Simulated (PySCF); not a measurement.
# Excitation energy of Zn²⁺ by level of theory

Zn²⁺ [Ar] 3d10 (1S) → Zn²⁺ [Ar] 3d9 4s1, s spin flipped, as a difference of total energies. Computed with PySCF 2.14 in aug-cc-pVDZ-DK (7s6p4d2f, 59 functions), with scalar relativity by spin-free X2C-1e. Correlated levels: valence: [Ar] frozen. The calculations carry no spin-orbit coupling.

```csv
method,excitation energy (eV)
UHF,8.457
MP2 (valence),10.483
SCS-MP2 (valence),10.230
```

Question: How much does correlation contribute at MP2 (valence)?

Answer: 10.483 − (8.457) = 2.026 eV, measured against UHF.

The upper determinant mixes two multiplicities, so it lies between the two terms.
